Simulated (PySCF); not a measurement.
Kr⁺: ionisation energy

Kr⁺ [Ar] 3d10 4s2 4p5 (2P) → Kr²⁺ [Ar] 3d10 4s2 4p4 (3P), as a difference of total energies. Calculation: PySCF 2.14, in ANO-RCC-VTZP; the spin-free X2C one-electron Hamiltonian (Gaussian nucleus). Correlated levels: valence: [Ar] 3d10 frozen. The calculations carry no spin-orbit coupling.

```json
{"method": "UHF", "ionisation energy (eV)": "23.231", "difference from reference (eV)": "-1.129"}
{"method": "MP2 (valence)", "ionisation energy (eV)": "24.059", "difference from reference (eV)": "-0.301"}
{"method": "SCS-MP2 (valence)", "ionisation energy (eV)": "24.054", "difference from reference (eV)": "-0.306"}
{"method": "CCSD (valence)", "ionisation energy (eV)": "24.066", "difference from reference (eV)": "-0.294"}
{"method": "CCSD(T) (valence)", "ionisation energy (eV)": "24.096", "difference from reference (eV)": "-0.264"}
{"method": "CCSDT (valence)", "ionisation energy (eV)": "24.097", "difference from reference (eV)": "-0.263"}
```

Reference: 24.360 eV (measured; NIST Atomic Spectra Database, ionization energies).

The reference lies between the lowest fine-structure levels, while these numbers refer to the centres of the terms.

Errors of the correlated levels include the incompleteness of this basis and the frozen core.
